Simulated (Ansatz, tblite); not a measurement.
Cost and result up the ladder for Ag2Cl2⁻ (the lowest doublet isomer of a short search) (4 atoms). Charge -1, multiplicity 2. Geometry: r2SCAN-D4/def2-SVPD.

Cartesian coordinates in Å:
```
Ag 0.383 0.489 -0.201
Ag -1.456 -1.596 0.470
Cl 0.793 -0.911 1.722
Cl 0.281 2.018 -1.990
```

Ansatz on 4 threads of Arm Neoverse V1 on a shared host; xTB runs through tblite on one thread. Times are rough, summed over both states, and most runs start from the orbitals of an earlier one. PBE0-D4/def2-TZVPD serves as the yardstick here, not as an exact answer. The other state is a singlet.

In the def2 sets Ag takes a core potential; there is no spin–orbit coupling. The xTB rows come from tblite. The structure comes from a short search, and lower isomers may exist.

Raw xTB energies of ions are shifted by several eV, and xTB has no spin-polarisation term.

```
                           level  functions  wall time  vertical IE (eV)  difference from PBE0-D4/def2-TZVPD (eV)
                        GFN1-xTB         36    0.009 s              7.37                                     4.64
                        GFN2-xTB         36    0.012 s              7.01                                     4.28
               PBE-D4/def2-TZVPD        172      5.2 s              2.75                                     0.02
PBE0-D4/def2-TZVPD (with forces)        172      9.6 s              2.73                                     0.00
            r2SCAN-D4/def2-TZVPD        172       15 s              2.82                                     0.09
```
